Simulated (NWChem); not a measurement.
System: GeSiH₄, singlet; SMILES [SiH3][GeH]

Parts of the log:

```
             Northwest Computational Chemistry Package (NWChem) 7.3.0
             --------------------------------------------------------

 CS  symmetry detected

                             Geometry "geometry" -> ""
                             -------------------------

 Output coordinates in angstroms (scale by  1.889725989 to convert to a.u.)

  No.       Tag          Charge          X              Y              Z
 ---- ---------------- ---------- -------------- -------------- --------------
    1 Ge                  32.0000    -0.04042334     0.86966062     0.00000000
    2 H                    1.0000     1.55635080     0.81174668     0.00000000
    3 Si                  14.0000    -0.02172176    -1.58971957     0.00000000
    4 H                    1.0000     0.71168014    -2.08517922     1.21264854
    5 H                    1.0000     0.71168014    -2.08517922    -1.21264854
    6 H                    1.0000    -1.38205949    -2.21445406     0.00000000

 Effective nuclear repulsion energy (a.u.)     140.8485712639

      Symmetry information
      --------------------

 Group name             Cs
 Group number              2
 Group order               2
 No. of unique centers     5

                                 NWChem DFT Module
                                 -----------------

 Summary of "ao basis" -> "ao basis" (spherical)
 ------------------------------------------------------------------------------
       Tag                 Description            Shells   Functions and Types
 ---------------- ------------------------------  ------  ---------------------
 Ge                         def2-svp                12       32   5s4p3d
 H                          def2-svp                 3        5   2s1p
 Si                         def2-svp                 8       18   4s3p1d

      Symmetry analysis of basis
      --------------------------

        a'         48
        a"         22

            General Information
            -------------------
          SCF calculation type: DFT
          Wavefunction type:  closed shell.
          No. of atoms     :     6
          No. of electrons :    50
           Alpha electrons :    25
            Beta electrons :    25
          Charge           :     0
          Spin multiplicity:     1
          Use of symmetry is: off; symmetry adaption is: on
          Maximum number of iterations: 150
          AO basis - number of functions:    70
                     number of shells:    32
          Convergence on energy requested:  1.00D-06
          Convergence on density requested:  1.00D-05
          Convergence on gradient requested:  5.00D-04

              XC Information
              --------------
                        Slater Exchange Functional  1.000 local
                      VWN V Correlation Functional  1.000 local

             Grid Information
             ----------------
          Grid used for XC integration:  medium
          Radial quadrature: Mura-Knowles
          Angular quadrature: Lebedev.
          Tag              B.-S. Rad. Rad. Pts. Rad. Cut. Ang. Pts.
          ---              ---------- --------- --------- ---------
          Ge                  1.25      112          10.0       590
          H                   0.35       45          11.0       434
          Si                  1.10       88          10.0       590
          Grid pruning is: on
          Number of quadrature shells:   380
          Spatial weights used:  Erf1

      Superposition of Atomic Density Guess
      -------------------------------------

 Sum of atomic energies:       -2365.77915074

      Non-variational initial energy
      ------------------------------

 Total energy =   -2366.076658
 1-e energy   =   -3577.979186
 2-e energy   =    1071.053956
 HOMO         =      -0.214810
 LUMO         =      -0.092198

      Symmetry analysis of molecular orbitals - initial
      -------------------------------------------------

  Numbering of irreducible representations:

     1 a'          2 a"

  Orbital symmetries:

[...]

                                NWChem TDDFT Module
                                -------------------

            General Information
            -------------------
           No. of orbitals :     140
            Alpha orbitals :      70
             Beta orbitals :      70
        Alpha frozen cores :       0
         Beta frozen cores :       0
     Alpha frozen virtuals :       0
      Beta frozen virtuals :       0
         Spin multiplicity :       1
    Number of AO functions :      70
        Use of symmetry is : off
      Symmetry adaption is : on
         Schwarz screening :  0.10D-07

              XC Information
              --------------
                 Slater Exchange Functional   1.00 local
               VWN V Correlation Functional   1.00 local

             TDDFT Information
             -----------------
          Calculation type : TDDFT
         Wavefunction type : Restricted singlets
          No. of electrons :      50
           Alpha electrons :      25
            Beta electrons :      25
              No. of roots :       8
          Max subspacesize :    5600
            Max iterations :     100
               Target root :       1
           Target symmetry : none
      Symmetry restriction : off
                 Algorithm : Optimal
        Davidson threshold :  0.10D-03

    8 smallest eigenvalue differences (eV)
--------------------------------------------------------
  No. Spin  Occ  Vir  Irrep   E(Occ)    E(Vir)   E(Diff)
--------------------------------------------------------
    1    1   25   26 a"       -0.213    -0.160     1.434
    2    1   24   26 a"       -0.259    -0.160     2.686
    3    1   23   26 a"       -0.309    -0.160     4.044
    4    1   22   26 a'       -0.311    -0.160     4.105
    5    1   25   27 a'       -0.213    -0.009     5.554
    6    1   25   28 a'       -0.213     0.011     6.076
    7    1   25   29 a"       -0.213     0.023     6.414
    8    1   25   30 a'       -0.213     0.026     6.498
--------------------------------------------------------

  Entering Davidson iterations
  Restricted singlet excited states

  Iter   NTrls   NConv    DeltaV     DeltaE      Time
  ----  ------  ------  ---------  ---------  ---------
    1      8       0     0.18E+00   0.10+100        2.9
    2     16       0     0.15E+00   0.16E-01        2.9
    3     32       0     0.37E-01   0.17E-01        3.9
    4     48       1     0.10E-01   0.65E-03        3.9
    5     62       3     0.34E-02   0.50E-04        3.7
    6     72       4     0.14E-02   0.38E-05        3.2
    7     80       5     0.50E-03   0.56E-06        2.9
    8     86       6     0.16E-03   0.60E-07        2.6
    9     90       8     0.71E-04   0.40E-08        2.4
  ----  ------  ------  ---------  ---------  ---------
  Convergence criterion met

  Ground state a'      -2364.138710054399 a.u.

  ----------------------------------------------------------------------------
  Root   1 singlet a"             0.067854026 a.u.                1.8464 eV
  ----------------------------------------------------------------------------
     Transition Moments    X  0.00000   Y  0.00000   Z -0.21973
     Dipole Oscillator Strength                    0.0021840595
     Electric Quadrupole                           0.0000000109
     Magnetic Dipole                               0.0000013949
     Total Oscillator Strength                     0.0021854654

     Occ.   24  a'  ---  Virt.   26  a"   0.06399 X
     Occ.   25  a'  ---  Virt.   26  a"   1.00476 X
     Occ.   25  a'  ---  Virt.   26  a"  -0.12639 Y
  ----------------------------------------------------------------------------
  Root   2 singlet a"             0.108960623 a.u.                2.9650 eV
  ----------------------------------------------------------------------------
     Transition Moments    X -0.00000   Y -0.00000   Z -0.13025
     Dipole Oscillator Strength                    0.0012323336
     Electric Quadrupole                           0.0000000129
     Magnetic Dipole                               0.0000012640
     Total Oscillator Strength                     0.0012336104

     Occ.   23  a'  ---  Virt.   26  a"  -0.08910 X
     Occ.   24  a'  ---  Virt.   26  a"  -0.99415 X
     Occ.   25  a'  ---  Virt.   26  a"   0.06479 X
  ----------------------------------------------------------------------------
  Root   3 singlet a"             0.152667945 a.u.                4.1543 eV
  ----------------------------------------------------------------------------
     Transition Moments    X -0.00000   Y -0.00000   Z -0.22311
     Dipole Oscillator Strength                    0.0050665541
     Electric Quadrupole                           0.0000000109
     Magnetic Dipole                               0.0000003036
     Total Oscillator Strength                     0.0050668686

     Occ.   23  a'  ---  Virt.   26  a"   0.99320 X
     Occ.   24  a'  ---  Virt.   26  a"  -0.08632 X
     Occ.   25  a'  ---  Virt.   29  a"   0.05360 X
  ----------------------------------------------------------------------------
  Root   4 singlet a'             0.162050942 a.u.                4.4096 eV
  ----------------------------------------------------------------------------
     Transition Moments    X -0.13425   Y  0.44265   Z  0.00000
     Dipole Oscillator Strength                    0.0231150821
     Electric Quadrupole                           0.0000000537
     Magnetic Dipole                               0.0000000000
     Total Oscillator Strength                     0.0231151359

[...]
```

Level: LDA (Slater exchange, VWN5)/def2-SVP, full TDDFT. Low-valent species are run as closed-shell singlets; no triplet was tried in these runs. Structure relaxed at the PBE0/def2-SVP level.

Task: Write an input that gives this output.

Result: Several could match; the one computed here: the input that was run:
```
start job
memory heap 200 mb stack 900 mb global 1100 mb
geometry units angstroms noautoz
  Ge     0.001374     0.875323     0.146171
  H      1.562203     0.786647    -0.183967
  Si    -0.053804    -1.580424     0.023034
  H      0.896763    -2.154548     1.033301
  H      0.401141    -2.023887    -1.337217
  H     -1.403516    -2.177894     0.272272
end
basis spherical
  * library def2-svp
end
dft
  xc slater vwn_5
  iterations 150
end
tddft
  nroots 8
  notriplet
end
task tddft energy
```
